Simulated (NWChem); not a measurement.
Molecule: CH2O3Si; SMILES O=C1O[SiH2]O1

```xyz
7

O      0.0000     0.0000     2.1126
C      0.0000     0.0000     0.9211
O      0.0000     1.1006     0.0651
Si     0.0000     0.0000    -1.2670
O      0.0000    -1.1006     0.0651
H     -1.2519     0.0000    -2.0766
H      1.2519     0.0000    -2.0766
```
Atoms are numbered in this order, from 1.

Program: NWChem. Pople sets run with spherical d functions. STO-3G and 3-21G are far too small for this property and stand as cheap habits. The geometry was optimised at PBE-D3(BJ)/def2-SVP. Field at 589 nm.

### Question
Order these by “anisotropy (bohr³)”, lowest first: B3LYP/aug-cc-pVDZ; B3LYP/def2-SVP; B3LYP/def2-SVPD.

### Answer
B3LYP/def2-SVPD (23.8), B3LYP/aug-cc-pVDZ (24.8), B3LYP/def2-SVP (25.9)
